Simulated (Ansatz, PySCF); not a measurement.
Conformers of C4H8O2 (SMILES C1COCCO1), B3LYP-D3(BJ)/def2-TZVP minima from an xTB search, which can miss the lowest.
Conformer 1 (charge 0, multiplicity 1):
```
atom    x (Å)    y (Å)    z (Å)
----  -------  -------  -------
C      0.6768   1.1944  -0.3151
C      1.3623  -0.0445   0.2321
O      0.4468  -0.8367   0.9778
C     -0.6768  -1.1944   0.1831
C     -1.3623   0.0445  -0.3640
O     -0.4468   0.8366  -1.1097
H      0.3555   1.8365   0.5167
H      1.3507   1.7612  -0.9586
H      2.1720   0.2254   0.9112
H      1.7758  -0.6346  -0.5974
H     -0.3554  -1.8365  -0.6486
H     -1.3507  -1.7613   0.8266
H     -2.1720  -0.2254  -1.0431
H     -1.7758   0.6346   0.4656
```

Frozen-core correlation. CBS: X⁻³ extrapolation of the correlation energy, Hartree–Fock from the larger set. MP2 and its Hartree–Fock in cc-pVQZ are density fitted. Rows in 6-31G* carry no dispersion term and start afresh at each structure (6-31G* with six Cartesian d functions).

Codes used: Ansatz (a quantum-chemistry and plane-wave program); PySCF for 6-31G* rows. Each number belongs to the level named beside it.

Electronic energies of 3 conformers above conformer 1 (kcal/mol):

```
level                                         conformer 1  conformer 2  conformer 3
--------------------------------------------  -----------  -----------  -----------
PBE/def2-TZVPP                                       0.00         6.57         6.86
B3LYP/6-31G*                                         0.00         6.98         6.99
wB97M-V/def2-TZVPP                                   0.00         6.28         6.75
MP2/CBS(cc-pVTZ, cc-pVQZ) + ΔCCSD(T)/cc-pVTZ         0.00         6.57         6.95
```

### Question
Give Boltzmann populations at 298.15 K for each level, counting each conformer once and leaving out zero-point, thermal and symmetry terms.

### Answer

Weights exp(−E/RT) with RT = 0.5925 kcal/mol, divided by their sum:
- PBE/def2-TZVPP: 100 %, 0 %, 0 %
- B3LYP/6-31G*: 100 %, 0 %, 0 %
- wB97M-V/def2-TZVPP: 100 %, 0 %, 0 %
- MP2/CBS(cc-pVTZ, cc-pVQZ) + ΔCCSD(T)/cc-pVTZ: 100 %, 0 %, 0 %
The share of conformer 1 runs from 100 to 100 % over these levels.
